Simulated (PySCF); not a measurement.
Vertical excitations of a molecule C₃H₆BNO₂ from TDA-CAM-B3LYP/def2-SVPD (PySCF), as energy in eV (oscillator strength): 5.61 (0.001), 5.97 (0.006), 6.33 (0.013), 6.43 (0.008), 6.71 (0.004), 6.93 (0.025), 7.30 (0.000), 7.65 (0.001), 7.67 (0.243), 7.80 (0.024). Lowest triplet (TDA): 4.95 eV. Geometry: ωB97X-D3(BJ)/def2-SVP. One conformer was computed; it need not be the lowest.

Question: Which structure fits?
A) CC=C1OB(N)O1
B) COB1CN=CO1
C) OB1CN=COC1
D) OCC1=NCB1O

Answer: C, OB1CN=COC1
